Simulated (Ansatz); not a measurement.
AuClH3N, SMILES `[NH3+][Au-][Cl]`. The species carries charge 0 and has multiplicity 1. Au takes the def2 core potential. All single points use the PBE0-D4/def2-TZVP geometry. It is one conformer, not always the lowest.

```xyz
6

N     0.677   -0.062   -0.567
Au   -0.917    0.083    0.768
Cl   -2.624    0.239    2.198
H     1.414   -0.649   -0.191
H     1.074    0.852   -0.759
H     0.376   -0.464   -1.449
```

Problem. What is the dipole moment at ωB97M-V/def2-TZVPP? (An estimate is asked.)

Solution. Ansatz gave: 8.94 D, with components (6.84, -0.62, -5.73) D in this frame, pointing from negative to positive charge.

Problem. And with PBE, r2SCAN, B3LYP? (Estimate.)

Solution. Ansatz gave: PBE 8.46 D, r2SCAN 8.74 D, B3LYP 8.70 D.

Problem. Give the Mulliken charges with ωB97M-V, PBE, B3LYP in def2-TZVPP. (An estimate is asked.)

Solution. The calculation gave: 
```tsv
atom	ωB97M-V	PBE	B3LYP
N1	-0.30	-0.35	-0.33
Au2	0.17	0.07	0.14
Cl3	-0.41	-0.36	-0.40
H4	0.18	0.21	0.20
H5	0.18	0.21	0.20
H6	0.18	0.21	0.20
```

B3LYP here is the variant with VWN-RPA as its local correlation; programs differ in this.
